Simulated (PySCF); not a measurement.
**Property card for `[SiH3]N(C([SiH3])([SiH3])[SiH3])[SiH3]`**

CH15NSi5.
SMILES with atom numbers: `[SiH3:1][N:2]([SiH3:3])[C:4]([SiH3:5])([SiH3:6])[SiH3:7]` (hydrogens: H8, H9, H10 on Si1; H11, H12, H13 on Si3; H14, H15, H16 on Si5; H17, H18, H19 on Si6; H20, H21, H22 on Si7)

Geometry (PBE0-D3(BJ)/def2-SVP, Å), atoms numbered from 1 in this order:
```
atom  x, y, z in Å
Si1    2.1448    1.1495    0.9274
N2     0.9790    0.1394    0.0796
Si3    1.5231   -1.2256   -0.8886
C4    -0.4849    0.4007    0.2414
Si5   -0.9385    2.2432    0.4992
Si6   -1.5541   -0.0997   -1.2667
Si7   -1.0936   -0.5923    1.7579
H8     2.0829    2.5621    0.4388
H9     3.4992    0.5954    0.6539
H10    1.8997    1.1702    2.4015
H11    3.0093   -1.2646   -0.8103
H12    0.9621   -2.5219   -0.3993
H13    1.1096   -1.0646   -2.3170
H14   -0.5370    3.0665   -0.6812
H15   -2.4180    2.3215    0.6829
H16   -0.2830    2.7918    1.7251
H17   -1.4314   -1.5622   -1.5493
H18   -2.9770    0.1945   -0.9232
H19   -1.1657    0.6714   -2.4860
H20   -0.8566   -2.0483    1.5243
H21   -2.5538   -0.3701    1.9961
H22   -0.3323   -0.1656    2.9697
```

Structural features include: Si–H bond and C–Si bond.

**PBE0-D3(BJ)/def2-SVP geometry optimisation, gas phase (PySCF)**

| Item | Value |
| --- | --- |
| Point group | Cs |
| Rotational constants A, B, C | 1.056, 0.889, 0.716 GHz |

From CAM-B3LYP/def2-SVPD ground state, ΔSCF and vertical TDDFT (core frozen in the response) (PySCF):

| Property | Result |
| --- | --- |
| Dipole moment | 0.09 D |
| HOMO energy | -8.07 eV |
| LUMO energy | 0.44 eV |
| HOMO–LUMO gap | 8.51 eV |
| Lowest singlet excitation | 5.33 eV (232 nm, f = 0.000) |
| Strongest line among the 10 lowest singlet transitions | S6 at 6.83 eV (181 nm, f = 0.039) |
| Lowest triplet excitation (Tamm–Dancoff) | 5.04 eV |
| Static isotropic polarisability | 152.5 au |
| Vertical ionisation energy | 8.39 eV |
| Electronic spatial extent ⟨r²⟩ about the centre of nuclear charge | 2020 bohr² |

From PBE0/pcSseg-1 ground state and GIAO shieldings, non-relativistic (PySCF):

| Item | Value |
| --- | --- |
| Lowest Hirshfeld atomic charge | -0.25 e on N2 |
| Highest Hirshfeld atomic charge | +0.33 e on Si1/Si3 |
| 13C chemical shifts (computed TMS as zero) by class | 17.5 (C4) ppm |
| 1H chemical shifts (computed TMS as zero) by class | 4.92 (H8/H9/H10/H11/H12/H13), 4.35 (H14/H15/H16/H17/H18/H19/H20/H21/H22) ppm |
| Isotropic shieldings of nuclei other than C and H, by class | 268 (N2), 396 (Si1/Si3), 417 (Si5/Si6/Si7) ppm |
| Mayer bond orders between heavy atoms | Si1–N2 0.90, N2–Si3 0.90, N2–C4 0.83, C4–Si5 0.86, C4–Si6 0.86, C4–Si7 0.84 |

Monoisotopic mass (most abundant isotopes): 181.0051 u.

The vertical singlet–triplet gap S1 − T1 is 0.29 eV (TDDFT singlet less Tamm–Dancoff triplet; S1: HOMO→LUMO, weight 0.93; T1: HOMO→LUMO, weight 0.89). The polarisability is 22.60 Å³ as a volume (1 au = 0.148185 Å³), or 1.56 au for each of the 98 electrons. The 10 singlets span 5.33 to 7.31 eV, and their oscillator strengths add up to 0.16. With B = h/(8π²I), that is 505.379 GHz u Å² over I, the principal moments of inertia are 478.7, 568.2 and 706.2 u Å² (most abundant isotopes). The ΔSCF ionisation energy exceeds −ε(HOMO) by 0.32 eV with CAM-B3LYP. The rotational constants make it an asymmetric top with κ = (2B − A − C)/(A − C) = 0.0, midway between the prolate (−1) and oblate (+1) limits. The principal polarisabilities are 142.5, 154.9 and 160.1 au; their mean is the isotropic value. S1 lies 3.18 eV below the HOMO–LUMO gap; its leading configuration is HOMO→LUMO, weight 0.93.

Geometry: PBE0-D3(BJ)/def2-SVP; no solvent or vibrations. NMR classes are plain means over equivalent atoms (diastereotopic ones count apart unless rotation or inversion swaps them), as if these changed places fast; in this geometry the members of some classes differ.
